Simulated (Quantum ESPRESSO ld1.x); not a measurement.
Hg65+, 15 electrons, occupied as [Ne] 3s2 3p3. Calculated with ld1.x of Quantum ESPRESSO 7.5: Dirac Kohn-Sham, PBE, spin-unpolarised, spherical densities, point nucleus; open shells are shared between the two j in proportion to 2j + 1.

Spin-orbit splittings of the eigenvalues, e(l+1/2) - e(l-1/2), with zeta = 2 splitting/(2l+1) and mean radii in bohr:

shell  occ.  splitting (eV)  zeta (eV)  <r> j=l-1/2  <r> j=l+1/2
2p        6            1994       1329      0.05625      0.06464
3p        3           531.2      354.1       0.1563       0.1689
